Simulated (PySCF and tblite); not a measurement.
The numbers below are computed, except where a source is named.
dichlorogermane, Cl₂GeH₂, numbered as in [Cl:1][GeH2:2][Cl:3].

Classical Langevin dynamics with GFN2-xTB (tblite), gas phase: time step 1.5 fs, H mass 4 u, friction 0.005 fs⁻¹, 400 steps to settle and 8000 to sample, one trajectory a temperature from the lowest conformer.

GIAO shieldings at KT2/pcSseg-1 (PySCF) on 20 frames a temperature; like atoms are averaged, and of two unlike H on one atom a is the less shielded at the minimum.

(1) How far do thermal motions move the shieldings from their values at the minimum?

(2) What do the single frames at 450 K give for H2?

Spin–orbit effects of the heavy atoms on shieldings are missing. Changes within two standard errors are not significant.

The study took 4.5 min on 1 thread of AMD EPYC 9B45, on a host shared with other jobs (rough), peak memory 0.44 GiB, launched as `OMP_NUM_THREADS=1 python ens_run.py task.json out`.

Answers

(1) 
| signal | σ at minimum (ppm) | Δσ, 250 K | Δσ, 450 K | Δσ, 700 K |
| --- | --- | --- | --- | --- |
| Cl1/Cl3 | 906.0 | -8.8 ± 3.7 | -22.4 ± 6.9 | -46.8 ± 8.8 |
| Ge2 | 1282.8 | -0.2 ± 2.5 | -5.3 ± 2.5 | -11.8 ± 4.7 |
| H2 | 25.29 | -0.20 ± 0.12 | -0.18 ± 0.13 | -0.66 ± 0.21 |

Errors are standard errors over frames. Zero-point motion is missing, and a reference compound would move too.

(2) 
| t (fs) | V above the minimum, tight binding (kcal/mol) | E above it, DFT (kcal/mol) | torsions (°) | σ (ppm) |
| --- | --- | --- | --- | --- |
| 900 | 3.3 | 3.1 | none | 25.03 |
| 1500 | 3.6 | 4.2 | none | 25.52 |
| 2100 | 3.5 | 5.5 | none | 26.00 |
| 2700 | 7.1 | 7.8 | none | 24.90 |
| 3300 | 6.9 | 8.5 | none | 24.55 |
| 3900 | 3.4 | 4.4 | none | 24.70 |
| 4500 | 4.2 | 4.3 | none | 25.59 |
| 5100 | 2.6 | 1.2 | none | 24.83 |
| 5700 | 1.6 | 2.2 | none | 25.45 |
| 6300 | 2.4 | 2.9 | none | 24.97 |
| 6900 | 4.2 | 2.2 | none | 24.26 |
| 7500 | 5.7 | 7.3 | none | 24.75 |
| 8100 | 3.2 | 4.1 | none | 25.07 |
| 8700 | 6.2 | 11.4 | none | 25.90 |
| 9300 | 2.4 | 2.6 | none | 25.56 |
| 9900 | 4.3 | 3.6 | none | 24.45 |
| 10500 | 4.8 | 9.6 | none | 25.39 |
| 11100 | 4.6 | 4.7 | none | 24.11 |
| 11700 | 6.5 | 6.5 | none | 24.88 |
| 12300 | 2.9 | 5.9 | none | 26.38 |
